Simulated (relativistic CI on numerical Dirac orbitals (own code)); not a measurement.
Method of calculation: Dirac-Coulomb-Breit CI, orbitals from a KLI potential per configuration, model QED (radiative potential, 1s self-energy scaled to tabulated hydrogen-like ionisation energies), unscaled Slater integrals (own radial code, finite nucleus).

The strongest absorption lines from the ground level of an ion, among the configurations computed and to levels below about 108 eV (vacuum wavelength in Å, gf): 122.81 (0.43), 123.52 (0.29), 124.11 (0.15), 238.01 (1.3), 238.80 (2.5), 240.19 (3.7), 458.21 (0.12), 468.24 (0.18).

Task: Which ion is it?
A. Co XIII
B. V IX
C. K V
D. Sc VII

Result: B. V IX has 15 electrons and the ground level 3s²3p³ ⁴S°3/2; the strongest line goes to 3s²3p²3d ⁴P5/2. The pattern of lines fixes the number of electrons, and along that sequence the line energies rise steadily with the charge (about as its square where n changes within one kind of shell, about linearly where n is kept but much faster in heavy ions where fine structure, which grows about as Z⁴, sets the gap, and irregularly where shells cross), which fixes Z. Configurations outside the model, such as inner-shell arrays, can give stronger lines. At this charge configurations can still be misplaced by up to about 7 % of their energy.

LS names give the leading component of a level, which can be under half, so a name can repeat, a term be missing and a line seem to break the LS rules.
